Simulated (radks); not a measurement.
All-electron atom: Cu2+ in [Ar] 3d9. All-electron calculation, non-relativistic Kohn-Sham, LDA (Slater exchange, Perdew-Wang correlation), spin-polarised, spherical densities, point nucleus; open shells are filled with parallel spins first. Program: a radial shooting solver on a logarithmic mesh with Libxc functionals.

Radial electron density D(r) = 4 pi r^2 rho(r):

r (bohr),D(r) (e/bohr),spin D(r)
0.003585,2.173,-0.0000288
0.004042,2.690,-0.0000357
0.004557,3.319,-0.0000440
0.005138,4.080,-0.0000540
0.005793,4.994,-0.0000661
0.006531,6.082,-0.0000805
0.007423,7.462,-0.0000987
0.00837,8.981,-0.000119
0.009437,10.73,-0.000142
0.01064,12.73,-0.000168
0.012,14.97,-0.000197
0.01353,17.42,-0.000229
0.01525,20.06,-0.000263
0.0172,22.81,-0.000298
0.01954,25.76,-0.000335
0.02204,28.42,-0.000368
0.02484,30.82,-0.000397
0.02801,32.79,-0.000419
0.03158,34.19,-0.000430
0.03561,34.89,-0.000424
0.04015,34.81,-0.000393
0.04527,33.99,-0.000317
0.05145,32.48,-0.000148
0.05801,30.76,0.000166
0.06541,29.14,0.000762
0.07375,28.07,0.00187
0.08315,27.95,0.00390
0.09375,28.98,0.00749
0.1057,31.14,0.0136
0.1192,34.04,0.0239
0.1355,37.20,0.0416
0.1527,39.32,0.0676
0.1722,39.83,0.106
0.1942,38.26,0.160
0.2189,34.69,0.234
0.2468,29.78,0.329
0.2783,24.65,0.446
0.3138,20.49,0.581
0.3566,18.10,0.736
0.4021,17.99,0.878
0.4533,19.36,1.00
0.5111,21.18,1.09
0.5763,22.33,1.12
0.6498,22.09,1.10
0.7326,20.30,1.02
0.826,17.31,0.901
0.9388,13.50,0.749
1.059,10.01,0.600
1.193,7.007,0.457
1.346,4.668,0.331
1.517,2.980,0.226
1.711,1.828,0.145
1.929,1.075,0.0862
2.175,0.6001,0.0468
2.472,0.2996,0.0217
2.787,0.1431,0.00923
3.142,0.06150,0.00336
3.543,0.02334,0.00101

D(r) has 3 maxima, at r = 0.0374, 0.167, 0.600 bohr, and minima at 0.0793, 0.380 bohr, inside which lie 2.10, 10.88 electrons.
